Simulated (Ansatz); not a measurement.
`[CH3][Ge]1([Cl])[O][SiH2]1` + H₂ → `[CH3][GeH]1[O][SiH2]1` + HCl  (hydrogenolysis of a Ge–Cl bond)

Computed with Ansatz on PBE0-D4/def2-TZVP structures; ΔE is electronic, products minus reactants. CCSD(T)/CBS is the MP2 limit (def2-TZVPP, def2-QZVPP) plus CCSD(T) − MP2 in def2-TZVPP, frozen cores. This one scheme is used for every species. Functionals use def2-TZVPP. For Ge outer-core shells are correlated without core-valence functions, which leaves a few kJ/mol of doubt a bond. Scalar relativity is left out up to krypton.

(1) Is it downhill or uphill in electronic energy at CCSD(T)/CBS, and by how much? (Estimate.)

(2) What do these levels give: PBE-D4, PBE0-D4, B2PLYP, PBE0, HF/def2-TZVPP, MP2/def2-TZVPP? (Best estimate.)

Largest T1 diagnostic among the species: 0.014.

Results:

(1) The calculation gave: Uphill: ΔE = +0.70 eV.

(2) Ansatz gave: PBE-D4 0.74, PBE0-D4 0.71, B2PLYP 0.70, PBE0 0.66, HF/def2-TZVPP 0.60, MP2/def2-TZVPP 0.78 eV.

The D4 term adds +0.09 eV with B3LYP and +0.05 eV with PBE0; it sums over pairs of atoms, weighted by their polarisabilities, and B3LYP, whose exchange is more repulsive, gets the larger term. In def2-TZVPP, CCSD(T) changes the Hartree–Fock value by +0.07 eV (the triples alone add +0.05 eV) and MP2 by +0.18 eV.

B3LYP here is the variant with VWN-RPA as its local correlation; programs differ in this.
